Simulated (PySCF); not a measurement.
# What a mistake does to a calculation on B2H5OSi cation

These are calculations, not measurements. The program is PySCF 2.14.0, an open-source quantum chemistry code, run on an isolated molecule that a program drew, which may never have been made. The molecule is B2H5OSi cation (charge +1, singlet), drawn as the SMILES string `BB[SiH+]O`.

Each row is a Hartree-Fock (HF) and frozen-core CCSD(T) single point in the cc-pV(D+d)Z basis, meant for a local HF minimum. Run 1 is clean. Each other run has one planted mistake out of seven kinds, and not every kind appears here: one electron removed, one electron added, multiplicity raised by two, geometry at a saddle point, minimal basis STO-3G, one bond length entered in bohr, all coordinates scaled. The reference is restricted for singlets and unrestricted otherwise, and also for a bond in bohr. Adding or removing an electron swaps singlet and doublet. Electrons count all cores. HOMO and LUMO are orbital energies over both spins, the gradient is its largest component, and the lowest frequency (negative if imaginary) is given only where the gradient is small. Bond lengths are over the 8 bonds as drawn. T1 is the CCSD diagnostic: over 0.02 (restricted) or 0.045 (unrestricted) a single reference is doubtful.

Geometry of the clean run:
```xyz
9
B2H5OSi cation, angstrom
B    -0.5598   -2.4536    1.1248
B    -0.8359   -1.6676   -0.3368
Si   -2.6405   -1.0897   -1.0380
O    -3.5759   -2.0007   -1.9240
H    -0.3568   -1.8191    2.1177
H    -0.5575   -3.6492    1.1658
H     0.0638   -1.3829   -1.0748
H    -3.2616    0.2129   -0.8132
H    -3.4602   -2.8886   -2.2442
```

| run | electrons | basis functions | <S^2> | HOMO (eV) | LUMO (eV) | gradient (hartree/bohr) | lowest frequency (cm^-1) | mean bond (Å) | longest bond (Å) | T1 | HF (hartree) | CCSD(T) (hartree) | mistake |
|---|---|---|---|---|---|---|---|---|---|---|---|---|---|
| 1 | 36 | 90 | 0.000 | -16.72 | -4.51 | 1.8e-05 | 78 | 1.4103 | 2.020 | 0.0172 | -415.79895 | -416.27845 | no fault |
| 2 | 36 | 90 | 0.743 | -16.71 | -5.01 | 2.9e-02 | - | 1.5160 | 2.020 | 0.0798 | -415.64605 | -416.12886 | one bond length entered in bohr |
| 3 | 37 | 90 | 0.759 | -6.18 | 0.95 | 7.0e-02 | - | 1.4103 | 2.020 | 0.0187 | -415.98957 | -416.49107 | one electron added |
| 4 | 36 | 90 | 0.000 | -17.06 | -4.32 | 6.9e-02 | - | 1.3299 | 1.905 | 0.0159 | -415.76949 | -416.24174 | all coordinates scaled |
| 5 | 35 | 90 | 0.767 | -24.06 | -14.04 | 8.0e-02 | - | 1.4103 | 2.020 | 0.0274 | -415.23418 | -415.69344 | ? |
| 6 | 36 | 29 | 0.000 | -15.43 | -1.30 | 4.5e-02 | - | 1.4103 | 2.020 | 0.0239 | -410.87097 | -411.06627 | ? |

**Which mistake was planted in run 5, and what did it cost?**

It counts 35 electrons, one fewer than the clean run, at the same geometry and basis. So the mistake is: one electron removed. Subtracting run 1 and multiplying by 627.51 kcal/mol a hartree, the energy moved by 354.4 kcal/mol in HF and 367.1 kcal/mol in CCSD(T).

**Which mistake was planted in run 6, and what did it cost?**

It has 29 basis functions where the clean run has 90, with the same electrons and geometry. So the mistake is: minimal basis STO-3G. Subtracting run 1 and multiplying by 627.51 kcal/mol a hartree, the energy moved by 3092.4 kcal/mol in HF and 3270.7 kcal/mol in CCSD(T).

Cautions from the logs. Run 2: T1 is over the limit, so its CCSD(T) energy is less reliable; run 6: T1 is over the limit, so its CCSD(T) energy is less reliable.
